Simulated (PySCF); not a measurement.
Aluminum monobromide, AlBr (singlet state).
Z-matrix (Å and degrees, PBE0-D3(BJ)/def2-SVP geometry), rows numbered from 1:
```
Al
Br  1  2.3151
```

The calculation used PySCF, PBE0-D3(BJ)/def2-SVP geometry optimisation, gas phase.

Take the most abundant isotopes and a rigid rotor. 

Question: What are the moment of inertia and the rotational constant?

Answer: I = 107.772 u·Å², B = 505379 MHz·u·Å²/I = 4689 MHz (0.1564 cm⁻¹, or 0.225 K as hB/k). For two atoms I = μr² with μ = 20.1071 u and r = 2.3151 Å.

Question: List the first levels of a rigid rotor in a Σ state.

Answer: E(J) = BJ(J+1): J = 1: 0.313, J = 2: 0.939, J = 3: 1.877, J = 4: 3.128, J = 5: 4.693, J = 6: 6.570 cm⁻¹.

Question: Where do the first rotational lines fall?

Answer: The dipole is 1.48 D; J+1 ← J lies at 2B(J+1): 1 ← 0 at 9.38 GHz, 2 ← 1 at 18.76 GHz, 3 ← 2 at 28.14 GHz, 4 ← 3 at 37.51 GHz, 5 ← 4 at 46.89 GHz, 6 ← 5 at 56.27 GHz.

Question: Estimate the classical rotational partition function at 100 K, 298.15 K and 500 K.

Answer: Point group C∞v, symmetry number σ = 1; q = kT/(σhB), k/h = 20836.6 MHz/K: 444 at 100 K, 1320 at 298.15 K, 2220 at 500 K.

No PBE0-D3(BJ)/def2-SVP frequencies stand behind this structure, so it isn't proved a minimum. Zero-point vibration and centrifugal distortion are left out.
